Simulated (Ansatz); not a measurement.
`[BH2][GaH][OH]` + `[NH2][InH2]` → `[OH][GaH][NH][InH2]` + BH₃ at 500 K and 1 bar (cleavage of the Ga–B bond).

Program: Ansatz. Geometries: PBE0-D4/def2-TZVP. ΔE: electronic, gas phase. CCSD(T)/CBS is the MP2 limit (def2-TZVPP, def2-QZVPP) plus CCSD(T) − MP2 in def2-TZVPP, frozen cores. This one scheme is used for every species. Elements past krypton have def2 core potentials. For Ga, In outer-core shells are correlated without core-valence functions, which leaves a few kJ/mol of doubt a bond. Scalar relativity is left out up to krypton. Each species was taken in one conformer, which may not be the lowest.

```csv
species,CCSD(T)/CBS energy (Eh),H − E (kJ/mol),S (J/(mol·K))
`[BH2][GaH][OH]`,-2026.29567,141.1,356.1
`[NH2][InH2]`,-246.90424,126.5,321.9
`[OH][GaH][NH][InH2]`,-2246.67596,175.9,445.9
BH₃,-26.55200,86.8,208.8
```

H − E and S are ideal-gas, rigid-rotor, harmonic terms from PBE0-D4/def2-TZVP, for one conformer and one mirror image of each species. 1 Eh = 2625.50 kJ/mol, R = 8.31446 J/(mol·K).

Q: By hand: ΔE, ΔH, ΔS and ΔG.

A: ΔE = (-2246.67596) + (-26.55200) − (-2026.29567) − (-246.90424) = -0.02805 Eh = -73.6 kJ/mol. Δ(H − E) = 175.9 + 86.8 − 141.1 − 126.5 = -4.9, so ΔH = -78.5 kJ/mol. ΔS = 445.9 + 208.8 − 356.1 − 321.9 = -23.3 J/(mol·K). ΔG = -78.5 − 500 × (-23.3)/1000 = -66.8 kJ/mol.

Q: By hand: the equilibrium constant, and the temperature at which ΔG would vanish if ΔH and ΔS stayed fixed.

A: log₁₀ K = −ΔG/(RT ln 10) = 7.0. ΔG = 0 at ΔH/ΔS = 3369 K, far beyond where these terms or the molecules hold.

ΔH outweighs TΔS. A doubt of 5 kJ/mol in ΔE shifts log₁₀ K by 0.5 here. Other conformers and mirror images would add mixing entropy, several J/(mol·K) or more a flexible species. Modes under 60 cm⁻¹, often nearly free rotors, make the harmonic entropy too high. These are equilibria of isolated gas molecules and say nothing of rates. Largest T1 diagnostic: 0.016 (customary marks: 0.02 for closed shells, 0.045 for open ones).
